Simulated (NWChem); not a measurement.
All runs are NWChem calculations. System: borohydride (H4B (-1)), charge -1, spin multiplicity 1, at a geometry optimised with PBE/def2-SVP. Level: LC-wPBE (omega 0.3 per bohr)/aug-cc-pVTZ.

Input file:

```
start mol
memory heap 200 mb stack 800 mb global 1000 mb
charge -1
geometry units angstroms nocenter noautoz
  B      0.000000     0.000000    -0.000007
  H      0.000000     1.027753     0.726743
  H      0.000000    -1.027753     0.726743
  H      1.027765     0.000000    -0.726726
  H     -1.027765     0.000000    -0.726726
  symmetry group C2v
end
basis spherical
  * library aug-cc-pvtz
end
dft
  xc xwpbe 1.00 cpbe96 1.0 hfexch 1.00
  cam 0.3 cam_alpha 0.00 cam_beta 1.00
  direct
  iterations 100
end
task dft energy
```

Part of the output:

```
             Northwest Computational Chemistry Package (NWChem) 7.3.0
             --------------------------------------------------------

                                NWChem Input Module
                                -------------------

 Scaling coordinates for geometry "geometry" by  1.889725989
 (inverse scale =  0.529177249)

 Turning off AUTOSYM since
 SYMMETRY directive was detected!

                             Geometry "geometry" -> ""
                             -------------------------

 Output coordinates in angstroms (scale by  1.889725989 to convert to a.u.)

  No.       Tag          Charge          X              Y              Z
 ---- ---------------- ---------- -------------- -------------- --------------
    1 B                    5.0000     0.00000000     0.00000000    -0.00000700
    2 H                    1.0000     0.00000000     1.02775300     0.72674300
    3 H                    1.0000     0.00000000    -1.02775300     0.72674300
    4 H                    1.0000     1.02776500     0.00000000    -0.72672600
    5 H                    1.0000    -1.02776500     0.00000000    -0.72672600

 Effective nuclear repulsion energy (a.u.)       9.9526874138

            Nuclear Dipole moment (a.u.)
            ----------------------------
        X                 Y               Z
 ---------------- ---------------- ----------------
     0.0000000000     0.0000000000    -0.0000018897

      Symmetry information
      --------------------

 Group name             C2v
 Group number             16
 Group order               4
 No. of unique centers     3

      Symmetry unique atoms

     1    2    4


 Summary of "ao basis" -> "" (spherical)
 ------------------------------------------------------------------------------
       Tag                 Description            Shells   Functions and Types
 ---------------- ------------------------------  ------  ---------------------
 *                        aug-cc-pvtz                 on all atoms

  pbe96 is a nonlocal functional; adding pw91lda local functional.

                                 NWChem DFT Module
                                 -----------------

 Summary of "ao basis" -> "ao basis" (spherical)
 ------------------------------------------------------------------------------
       Tag                 Description            Shells   Functions and Types
 ---------------- ------------------------------  ------  ---------------------
 B                        aug-cc-pvtz               14       46   5s4p3d2f
 H                        aug-cc-pvtz                9       23   4s3p2d

 Summary of "ao basis" -> "ao basis" (spherical)
 ------------------------------------------------------------------------------
       Tag                 Description            Shells   Functions and Types
 ---------------- ------------------------------  ------  ---------------------
 B                        aug-cc-pvtz               14       46   5s4p3d2f
 H                        aug-cc-pvtz                9       23   4s3p2d

      Symmetry analysis of basis
      --------------------------

        a1         51
        a2         19
        b1         34
        b2         34

  int_init: cando_txs set to always be  F

            General Information
            -------------------
          SCF calculation type: DFT
          Wavefunction type:  closed shell.
          No. of atoms     :     5
          No. of electrons :    10
           Alpha electrons :     5
            Beta electrons :     5
          Charge           :    -1
          Spin multiplicity:     1
          Use of symmetry is: on ; symmetry adaption is: on
          Maximum number of iterations: 100
          This is a Direct SCF calculation.
          AO basis - number of functions:   138
                     number of shells:    50
          Convergence on energy requested:  1.00D-06
          Convergence on density requested:  1.00D-05
          Convergence on gradient requested:  5.00D-04

              XC Information
              --------------
                     Hartree-Fock (Exact) Exchange  1.000
                     LC-wPBE(h)Exchange Functional  1.000
            Perdew 1991 LDA Correlation Functional  1.000 local
           PerdewBurkeErnz. Correlation Functional  1.000 non-local

           Range-Separation Parameters
           ---------------------------
           Alpha           :  0.00
           Beta            :  1.00
           Gamma           :  0.30
           Short-Range HF  :     F

             Grid Information
             ----------------
          Grid used for XC integration:  medium
          Radial quadrature: Mura-Knowles
          Angular quadrature: Lebedev.
          Tag              B.-S. Rad. Rad. Pts. Rad. Cut. Ang. Pts.
          ---              ---------- --------- --------- ---------
          B                   0.85       49          13.0       434
          H                   0.35       45          13.0       434
          Grid pruning is: on
          Number of quadrature shells:   139
          Spatial weights used:  Erf1

          Convergence Information
          -----------------------
          Convergence aids based upon iterative change in
          total energy or number of iterations.
          Levelshifting, if invoked, occurs when the
          HOMO/LUMO gap drops below (HL_TOL):  1.00D-02
          DIIS, if invoked, will attempt to extrapolate
          using up to (NFOCK): 10 stored Fock matrices.

                    Damping( 0%)  Levelshifting(0.5)       DIIS
                  --------------- ------------------- ---------------
          dE  on:    start            ASAP                start
          dE off:    2 iters        100 iters           100 iters

      Screening Tolerance Information
      -------------------------------
          Density screening/tol_rho:  1.00D-10
          AO Gaussian exp screening on grid/accAOfunc:  14
          CD Gaussian exp screening on grid/accCDfunc:  20
          XC Gaussian exp screening on grid/accXCfunc:  20
          Schwarz screening/accCoul:  1.00D-08

      Superposition of Atomic Density Guess
      -------------------------------------

 Sum of atomic energies:         -26.53378630

 Renormalizing density from       9.00 to     10

      Non-variational initial energy
      ------------------------------

 Total energy =     -28.793008
 1-e energy   =     -59.647592
 2-e energy   =      20.901897
 HOMO         =      -0.045073
 LUMO         =       0.147593

      Symmetry analysis of molecular orbitals - initial
      -------------------------------------------------

  Numbering of irreducible representations:

     1 a1          2 a2          3 b1          4 b2

  Orbital symmetries:

     1 a1          2 a1          3 b1          4 a1          5 b2
     6 a1          7 b1          8 a1          9 b2         10 b2
    11 b1         12 a1         13 a1         14 a2         15 a1

   convergence    iter        energy       DeltaE   RMS-Dens  Diis-err    time
 ---------------- ----- ----------------- --------- --------- ---------  ------
 d= 0,ls=0.0,diis     1    -27.1628359198 -3.71D+01  4.12D-03  4.87D-01    12.0
 d= 0,ls=0.0,diis     2    -27.2140543694 -5.12D-02  1.22D-03  1.56D-01    23.0
 d= 0,ls=0.0,diis     3    -27.2367660884 -2.27D-02  1.79D-04  1.25D-03    34.4
 d= 0,ls=0.0,diis     4    -27.2370862483 -3.20D-04  4.09D-05  2.85D-05    46.2
 d= 0,ls=0.0,diis     5    -27.2370991872 -1.29D-05  1.65D-05  4.21D-07    57.8
 d= 0,ls=0.0,diis     6    -27.2370994128 -2.26D-07  1.38D-05  1.42D-08    69.5
 d= 0,ls=0.0,diis     7    -27.2370994219 -9.03D-09  3.59D-06  1.42D-10    80.0

         Total DFT energy =      -27.237099421858
      One electron energy =      -57.338782119740
           Coulomb energy =       25.796425670023
    Exchange-Corr. energy =       -5.647430385911
 Nuclear repulsion energy =        9.952687413770

 Numeric. integr. density =       10.000001751234

     Total iterative time =     79.3s

                  Occupations of the irreducible representations
                  ----------------------------------------------

                     irrep           alpha         beta
                     --------     --------     --------
                     a1                3.0          3.0
                     a2                0.0          0.0
                     b1                1.0          1.0
                     b2                1.0          1.0

                       DFT Final Molecular Orbital Analysis
                       ------------------------------------

 Vector    3  Occ=2.000000D+00  E=-1.558497D-01  Symmetry=b1
              MO Center= -1.1D-16, -2.0D-19, -4.5D-01, r^2= 2.0D+00
   Bfn.  Coefficient  Atom+Function         Bfn.  Coefficient  Atom+Function
  ----- ------------  ---------------      ----- ------------  ---------------
     9      0.244763  1 B  px                 6      0.206398  1 B  px
    94      0.196990  4 H  s                117     -0.196990  5 H  s
    95      0.152858  4 H  s                118     -0.152858  5 H  s
    93      0.140825  4 H  s                116     -0.140825  5 H  s
    12      0.124241  1 B  px                96      0.078152  4 H  s

 Vector    4  Occ=2.000000D+00  E=-1.558470D-01  Symmetry=a1
              MO Center= -6.3D-16, -8.7D-11,  5.3D-06, r^2= 2.2D+00
   Bfn.  Coefficient  Atom+Function         Bfn.  Coefficient  Atom+Function
  ----- ------------  ---------------      ----- ------------  ---------------
    11      0.244764  1 B  pz                 8      0.206397  1 B  pz
    48      0.139290  2 H  s                 71      0.139290  3 H  s
    94     -0.139296  4 H  s                117     -0.139296  5 H  s
    14      0.124246  1 B  pz                49      0.108005  2 H  s
    72      0.108005  3 H  s                 95     -0.108170  4 H  s

 Vector    5  Occ=2.000000D+00  E=-1.558447D-01  Symmetry=b2
              MO Center= -4.4D-17,  8.7D-11,  4.5D-01, r^2= 2.0D+00
   Bfn.  Coefficient  Atom+Function         Bfn.  Coefficient  Atom+Function
  ----- ------------  ---------------      ----- ------------  ---------------
    10      0.244762  1 B  py                 7      0.206396  1 B  py
    48      0.196991  2 H  s                 71     -0.196991  3 H  s
    49      0.152860  2 H  s                 72     -0.152860  3 H  s
    47      0.140824  2 H  s                 70     -0.140824  3 H  s
    13      0.124245  1 B  py                50      0.078155  2 H  s

 Vector    6  Occ=0.000000D+00  E= 1.467761D-01  Symmetry=a1
              MO Center=  4.6D-16, -2.1D-15,  5.5D-04, r^2= 2.6D+01
   Bfn.  Coefficient  Atom+Function         Bfn.  Coefficient  Atom+Function
  ----- ------------  ---------------      ----- ------------  ---------------
     4     11.655851  1 B  s                  5     -9.930614  1 B  s
    49     -2.666915  2 H  s                 72     -2.666915  3 H  s
    95     -2.666036  4 H  s                118     -2.666036  5 H  s
    50      2.459487  2 H  s                 73      2.459487  3 H  s
    96      2.462226  4 H  s                119      2.462226  5 H  s

 Vector    7  Occ=0.000000D+00  E= 1.603534D-01  Symmetry=b1
              MO Center= -6.6D-14,  1.9D-17,  1.8D+00, r^2= 2.4D+01
   Bfn.  Coefficient  Atom+Function         Bfn.  Coefficient  Atom+Function
  ----- ------------  ---------------      ----- ------------  ---------------
    96      6.086333  4 H  s                119     -6.086333  5 H  s
    15     -4.286725  1 B  px                31     -0.659694  1 B  d  1
    95      0.220681  4 H  s                118     -0.220681  5 H  s
    57     -0.195558  2 H  px                80     -0.195558  3 H  px
    12      0.166159  1 B  px               105     -0.165689  4 H  pz

 Vector    8  Occ=0.000000D+00  E= 1.603538D-01  Symmetry=a1
              MO Center=  9.1D-15, -2.6D-15, -8.7D-04, r^2= 2.7D+01
   Bfn.  Coefficient  Atom+Function         Bfn.  Coefficient  Atom+Function
  ----- ------------  ---------------      ----- ------------  ---------------
    17      4.286653  1 B  pz                50     -4.303963  2 H  s
    73     -4.303963  3 H  s                 96      4.303287  4 H  s
   119      4.303287  5 H  s                 32     -0.659681  1 B  d  2
    14     -0.166139  1 B  pz                58     -0.165742  2 H  py
    81      0.165742  3 H  py               103      0.165607  4 H  px

 center of mass
 --------------
 x =   0.00000000 y =   0.00000000 z =  -0.00000538

 moments of inertia (a.u.)
 ------------------
          15.206256745954           0.000000000000           0.000000000000
           0.000000000000          15.206434293766           0.000000000000
           0.000000000000           0.000000000000          15.206363477360

     Multipole analysis of the density
     ---------------------------------

     L   x y z        total         alpha         beta         nuclear
     -   - - -        -----         -----         ----         -------
     0   0 0 0     -1.000000     -5.000000     -5.000000      9.000000

     1   1 0 0     -0.000000     -0.000000     -0.000000      0.000000
     1   0 1 0      0.000000      0.000000      0.000000      0.000000
     1   0 0 1     -0.000016     -0.000007     -0.000007     -0.000002

     2   2 0 0    -11.934635     -9.739436     -9.739436      7.544237
     2   1 1 0     -0.000000     -0.000000     -0.000000      0.000000
     2   1 0 1      0.000000      0.000000      0.000000      0.000000
     2   0 2 0    -11.934729     -9.739395     -9.739395      7.544061
     2   0 1 1      0.000000      0.000000      0.000000      0.000000
     2   0 0 2    -11.934682     -9.739407     -9.739407      7.544131

 Task  times  cpu:       80.0s     wall:       80.0s

 Total times  cpu:       80.1s     wall:       80.1s
```
